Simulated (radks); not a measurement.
The numbers below are computed, except where a source is named.
Neutral rhodium inside a hard spherical wall (all orbitals vanish at R), configuration held at [Kr] 4d8 5s1 and not refilled when levels cross. Level of theory: scalar-relativistic Kohn-Sham, LDA (Slater exchange, Perdew-Wang correlation), spin-unpolarised, spherical densities, finite nucleus; Fermi nuclear charge, rms radius 4.4945 fm (a radial shooting solver on a logarithmic mesh with Libxc functionals). Eigenvalues in eV, with the zero of energy where the potential of the charges vanishes at infinity; a dash marks a level that is unbound or too diffuse for the functional's potential to be trusted. A positive occupied level is held by the wall or, in an anion where self-interaction has pushed it up, behind a barrier. The pressure on the wall is -dE/dV.

R (bohr)  E (hartree)  kinetic (hartree)    e(4s)    e(4p)   e(4d)   e(5s)  e(5p, empty)  e(6s, empty)  pressure (GPa)
free      -4779.41700           4948.251  -82.550  -50.532  -6.146  -4.585        -0.968        -0.007               0
12        -4779.41697           4948.251  -82.546  -50.529  -6.143  -4.582        -0.916         1.052        0.000548
6         -4779.38913           4948.421  -81.639  -49.630  -5.302  -3.499         1.441        12.495            2.14
5         -4779.32300           4948.748  -80.323  -48.344  -4.113  -1.740         4.236        22.739            11.1
3.5       -4778.68446           4951.402  -73.352  -41.649   2.424   9.752        19.821        69.753             213
3         -4777.78771           4954.869  -67.269  -35.830   8.657  22.463        35.697        111.33             716
2         -4767.64093           4991.758  -32.041    0.294  51.357  124.21        150.18        365.57           16100
1.5       -4736.47064           5090.090   36.794   75.421  138.69  344.47        379.59        818.90          128000
